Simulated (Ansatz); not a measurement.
The same molecule with X = C, Si, Ge. Ansatz, PBE0-D4/def2-TZVP geometries, multiplicity 1.

Scalar relativity is left out up to krypton.

| X | molecule | mean X–Al bond length / Å | mean X–H bond length / Å | HOMO energy (ωB97M-V/def2-TZVPP) / eV | HOMO energy (PBE/def2-TZVPP) / eV | LUMO energy (PBE/def2-TZVPP) / eV |
| --- | --- | --- | --- | --- | --- | --- |
| C | `[CH3][AlH2]` | 1.950 | 1.094 | -10.33 | -6.82 | -2.07 |
| Ge | `[AlH2][GeH3]` | 2.477 | 1.542 | -9.61 | -6.55 | -2.84 |

(1) Give the row for X = Si, `[AlH2][SiH3]`. (Best estimate.)

## Answers

(1) The calculation gave: 
```csv
X,molecule,mean X–Al bond length / Å,mean X–H bond length / Å,HOMO energy (ωB97M-V/def2-TZVPP) / eV,HOMO energy (PBE/def2-TZVPP) / eV,LUMO energy (PBE/def2-TZVPP) / eV
Si,`[AlH2][SiH3]`,2.457,1.491,-9.61,-6.55,-2.88
```

From C to Ge the mean X–Al bond length rises at each step, by 0.527 Å in all; the mean X–H bond length rises at each step, by 0.448 Å in all; the HOMO energy (ωB97M-V/def2-TZVPP) isn't monotonic: highest at Si, lowest at C; the HOMO energy (PBE/def2-TZVPP) isn't monotonic: highest at Si, lowest at C; the LUMO energy (PBE/def2-TZVPP) isn't monotonic: highest at C, lowest at Si. Bonds lengthen as the atom grows down the group.
